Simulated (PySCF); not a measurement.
A side-by-side comparison of computed properties.

First species: C₉H₁₁OP.
SMILES: `CO/C=P/c1cccc(C)c1`

Second species: 4-isopropenylphenol, C9H10O.
Numbering: `[CH2:1]=[C:2]([CH3:3])[c:4]1[cH:5][cH:6][c:7]([OH:8])[cH:9][cH:10]1` (hydrogens: H11, H12 on C1; H13, H14, H15 on C3; H16 on C5; H17 on C6; H18 on O8; H19 on C9; H20 on C10)

Structure used (GFN2-xTB), in Å, numbered top down from 1:
```
atom  x, y, z in Å
C1    -2.3635    1.2881    0.1808
C2    -1.7098    0.1331    0.1031
C3    -2.4330   -1.1795    0.2014
C4    -0.2523    0.0768   -0.0945
C5     0.3386   -0.9453   -0.8378
C6     1.7033   -0.9965   -1.0277
C7     2.5233   -0.0233   -0.4664
O8     3.8660   -0.1085   -0.6736
C9     1.9514    0.9941    0.2878
C10    0.5829    1.0400    0.4680
H11   -1.8683    2.2379    0.0744
H12   -3.4292    1.3226    0.3339
H13   -2.5104   -1.6467   -0.7800
H14   -3.4394   -1.0327    0.5851
H15   -1.8971   -1.8617    0.8590
H16   -0.2773   -1.7061   -1.2916
H17    2.1570   -1.7840   -1.6083
H18    4.3112    0.6284   -0.2381
H19    2.5840    1.7489    0.7381
H20    0.1575    1.8251    1.0750
```

Levels: PBE0/pcSseg-1 for dipole moment, HOMO energy, LUMO energy and HOMO–LUMO gap; GFN2-xTB for rotational constant A and rotational constant C. Geometries: GFN2-xTB. Each species is one conformer at its optimised geometry, gas phase, non-relativistic unless stated; the electronic structure was computed with PySCF and density fitting.

The conformers computed, where there is a choice (atom-mapped SMILES and torsion angles):
- `[CH3:1][O:2]/[CH:3]=[P:4]/[c:5]1[cH:6][cH:7][cH:8][c:9]([CH3:10])[cH:11]1`: C1–O2–C3–P4 -173°, C3–P4–C5–C6 46°
- `[CH2:1]=[C:2]([CH3:3])[c:4]1[cH:5][cH:6][c:7]([OH:8])[cH:9][cH:10]1`: C1–C2–C4–C5 -146°, H–O8–C7–C6 180°

```csv
property,column X,column Y
dipole moment,1.08 D,2.86 D
HOMO energy,-6.16 eV,-6.08 eV
LUMO energy,-0.50 eV,-1.21 eV
HOMO–LUMO gap,5.66 eV,4.87 eV
rotational constant A,3.600 GHz,2.386 GHz
rotational constant C,0.672 GHz,0.396 GHz
```

**Question.** Which column belongs to which species?

**Answer.** Column X is the second species and column Y the first. The first has 22 atoms and 88 electrons, the second 20 and 72.

**Question.** How does each property change from the first species to the second?

**Answer.** dipole moment -1.78 D; HOMO energy -0.08 eV; LUMO energy +0.71 eV; HOMO–LUMO gap +0.79 eV; rotational constant A +1.214 GHz; rotational constant C +0.276 GHz.

On the first: In atomic units the dipole is 1.13 e·bohr (1 au = 2.5417 D). A dipole of 2.86 D is allowed in C1, and pure rotational transitions are dipole-allowed.

On the second: In atomic units the dipole is 0.42 e·bohr (1 au = 2.5417 D).
